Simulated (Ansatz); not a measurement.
`C[SiH]1[O][AlH]1` + `CB(O)O` → `C[SiH]1[O][Al]1[OH]` + `CBO`  (redistribution)

Computed with Ansatz on PBE0-D4/def2-TZVP structures; ΔE is electronic, products minus reactants. CCSD(T)/CBS is the MP2 limit (def2-TZVPP, def2-QZVPP) plus CCSD(T) − MP2 in def2-TZVPP, frozen cores. This one scheme is used for every species. Functionals use def2-TZVPP. B3LYP here is the variant with VWN-RPA as its local correlation; programs differ in this. Each species was taken in one conformer, which may not be the lowest.

```json
{"level": "PBE-D4", "ΔE (kJ/mol)": "-7.9", "difference from CCSD(T)/CBS": "5.8"}
{"level": "r2SCAN-D4", "ΔE (kJ/mol)": "-11.5", "difference from CCSD(T)/CBS": "2.2"}
{"level": "B3LYP-D4", "ΔE (kJ/mol)": "-12.0", "difference from CCSD(T)/CBS": "1.7"}
{"level": "ωB97X-V", "ΔE (kJ/mol)": "-10.3", "difference from CCSD(T)/CBS": "3.4"}
{"level": "B2PLYP", "ΔE (kJ/mol)": "-15.2", "difference from CCSD(T)/CBS": "-1.5"}
{"level": "PBE", "ΔE (kJ/mol)": "-8.7", "difference from CCSD(T)/CBS": "5.0"}
{"level": "PBE0", "ΔE (kJ/mol)": "-7.3", "difference from CCSD(T)/CBS": "6.4"}
{"level": "HF/def2-TZVPP", "ΔE (kJ/mol)": "-8.2", "difference from CCSD(T)/CBS": "5.5"}
{"level": "MP2/def2-TZVPP", "ΔE (kJ/mol)": "-17.6", "difference from CCSD(T)/CBS": "-3.9"}
{"level": "SCS-MP2/def2-TZVPP", "ΔE (kJ/mol)": "-17.0", "difference from CCSD(T)/CBS": "-3.3"}
{"level": "CCSD/def2-TZVPP", "ΔE (kJ/mol)": "-12.0", "difference from CCSD(T)/CBS": "1.7"}
{"level": "MP2/def2-QZVPP", "ΔE (kJ/mol)": "-18.7", "difference from CCSD(T)/CBS": "-5.0"}
{"level": "SCS-MP2/def2-QZVPP", "ΔE (kJ/mol)": "-18.0", "difference from CCSD(T)/CBS": "-4.3"}
{"level": "HF/CBS(def2)", "ΔE (kJ/mol)": "-8.8", "difference from CCSD(T)/CBS": "4.9"}
{"level": "MP2/CBS(def2)", "ΔE (kJ/mol)": "-19.1", "difference from CCSD(T)/CBS": "-5.4"}
{"level": "CCSD/CBS(def2)", "ΔE (kJ/mol)": "-13.5", "difference from CCSD(T)/CBS": "0.2"}
{"level": "CCSD(T)/CBS", "ΔE (kJ/mol)": "-13.7", "difference from CCSD(T)/CBS": "0"}
```

Largest T1 diagnostic among the species: 0.015.

In def2-TZVPP, CCSD(T) changes the Hartree–Fock value by −4.0 kJ/mol (the triples alone add −0.2 kJ/mol) and MP2 by −9.4 kJ/mol.
